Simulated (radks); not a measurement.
Valence configurations of Tm II (all share [Xe]). Calculated with a radial shooting solver on a logarithmic mesh with Libxc functionals: scalar-relativistic Kohn-Sham, PBE, spin-unpolarised, spherical densities, finite nucleus; Fermi nuclear charge, rms radius 5.2256 fm. Energies are relative to 4f13 6s1; eigenvalues in eV.

valence	E (eV)	e(4f)	e(5d)	e(6p)	e(6s)
4f13 6s1	0.000	-9.751	-	-	-9.165
4f12 5d1 6s1	5.626	-16.181	-8.039	-	-9.933
4f13 5d0.5 6s0.5	1.336	-8.964	-6.075	-	-8.818
4f13 6p1	3.699	-11.204	-	-6.271	-
4f13 5d1	2.737	-8.291	-5.665	-	-
4f11 6s1 6p2	25.929	-31.295	-	-8.619	-13.791
4f12.5 5d0.5 6s1	2.192	-12.861	-7.313	-	-9.577
4f12 6s1 6p1	8.325	-19.833	-	-7.180	-11.577
4f12 6s2	3.980	-18.402	-	-	-10.807
4f12 5d0.5 6s1 6p0.5	6.822	-17.964	-9.254	-6.567	-10.758

NIST lists [Xe] 4f13 6s1 as the ground configuration; this level of theory agrees among the configurations tried. The energies are those of spherical spin-averaged densities, not of single terms.
